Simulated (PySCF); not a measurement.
CHI2, SMILES I[CH]I (connectivity only; charge and spin as stated), charge +1, multiplicity 1. Geometry optimised at PBE-D3(BJ)/def2-SVP. The spin state was assumed, not searched. The isomer is the one that the SMILES or the coordinates give; other isomers of the formula were not compared. The def2 effective core potentials stand for the cores of I; spin–orbit coupling is left out.

Calculation: PySCF with PBE-D3(BJ)/def2-SVP.

Harmonic wavenumbers (cm⁻¹): 147, 534, 690, 791, 1146, 3100. Rotational constants (GHz): 40.05, 0.6096, 0.6005; symmetry number 2.

Problem. Work out the zero-point energy and the ideal-gas rigid-rotor harmonic-oscillator thermochemistry at 298.15 K and 1 atm.

Solution. ZPE = ½ Σ hcν = ½ × 6408 cm⁻¹ = 38.33 kJ/mol. H − E(el) = 51.05 kJ/mol. Entropy in J/(mol K): translation 178.42, rotation 109.24, vibration 16.22, total 303.87. G − E(el) = -39.55 kJ/mol. Cp = 53.50 J/(mol K). Modes under 150 cm⁻¹ make the vibrational entropy uncertain.
